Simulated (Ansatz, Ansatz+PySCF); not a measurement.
```csv
atom,x (Å),y (Å),z (Å)
C,0.0000,-0.3199,-2.5472
C,0.0000,0.5172,-1.2774
C,0.0000,-0.3129,0.0000
C,0.0000,0.5172,1.2774
C,0.0000,-0.3199,2.5472
H,0.0000,0.3097,-3.4502
H,0.8874,-0.9716,-2.5971
H,-0.8874,-0.9716,-2.5971
H,-0.8797,1.1855,-1.2742
H,0.8797,1.1855,-1.2742
H,0.8803,-0.9824,0.0000
H,-0.8803,-0.9824,0.0000
H,-0.8797,1.1855,1.2742
H,0.8797,1.1855,1.2742
H,0.0000,0.3097,3.4502
H,-0.8874,-0.9716,2.5971
H,0.8874,-0.9716,2.5971
```

Basis set: def2-SVP (spherical functions). Frozen core: 5 orbitals. Charge 0, multiplicity 1.

Computed with Ansatz (development build ahead of 0.2.0); each method stands on the lowest determinant of its kind that the runs found. Restricted open shells among the atoms or ions are ROHF, correlated in semicanonical orbitals with singles.

Task: Give the atomization energy at this shape (free ground-state atoms in the same class of orbitals less the molecule, no zero-point energy) of singlet C₅H₁₂ by RHF-MP2, UHF-MP2, RHF, UHF.

Result:

```
 method  atomization energy
RHF-MP2    1544.36 kcal/mol
UHF-MP2    1543.44 kcal/mol
    RHF    1254.07 kcal/mol
    UHF    1241.31 kcal/mol
```
